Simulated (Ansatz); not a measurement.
Born–Oppenheimer molecular dynamics of ClH₇O₂Si₂ (12 atoms, charge 0, multiplicity 1). It starts at the highest image of a converged band, a first-order saddle point between two minima.

The calculation used RKS revPBE-D4/def2-SVP in Ansatz 0.2.0.

```yaml
ensemble: NVE (velocity Verlet)
time_step: 0.5 fs
steps_asked: 200
starting_velocities_drawn_for: 300 K
seed: 8603
```

First frame:

```xyz
12
Properties=species:S:1:pos:R:3
Si -0.214 -0.569 0.981
O 1.168 -1.171 -0.179
O -0.961 0.262 -0.310
Si -0.716 1.688 -1.160
H 0.254 0.523 1.878
H -1.287 -1.550 1.288
H 1.562 -1.867 0.523
Cl 1.270 -2.105 2.285
H 0.851 -1.565 -1.019
H -0.090 2.740 -0.280
H 0.201 1.437 -2.332
H -2.038 2.178 -1.675
```

Task: How far do the bonds stretch over the last three quarters of this one trajectory? (Pairs bonded in most of those frames.)

Result: 
```tsv
bond	mean (Å)	spread (Å)	shortest	longest
Si1–O2	2.106	0.084	1.91	2.21
Si1–O3	1.716	0.019	1.68	1.74
Si1–H5	1.499	0.031	1.45	1.55
Si1–H6	1.495	0.008	1.48	1.51
Si1–Cl8	2.254	0.063	2.17	2.37
O2–H7	0.992	0.016	0.98	1.05
O2–H9	0.980	0.009	0.96	1.00
O3–Si4	1.662	0.019	1.63	1.69
Si4–H10	1.512	0.038	1.46	1.56
Si4–H11	1.514	0.023	1.48	1.55
Si4–H12	1.507	0.030	1.46	1.55
```

Mean temperature of the second half: 141 K. The conserved energy stayed within 0.087 meV per atom of its start (net change 0.052 meV per atom), so the integration is sound. The temperature averaged 0.47 of the 300 K drawn at the start: a run that starts near a minimum puts about half its kinetic energy into the potential. A run of 0.1 ps of so small a system gives no equilibrium averages. The orbitals stay closed-shell, which can raise the energy where a bond breaks towards radicals; this wasn't checked here.

Run time: 2.7 min on 2 threads of AMD EPYC 9R45 96-Core Processor (Zen 5) (shared host), peak memory 0.17 GiB.
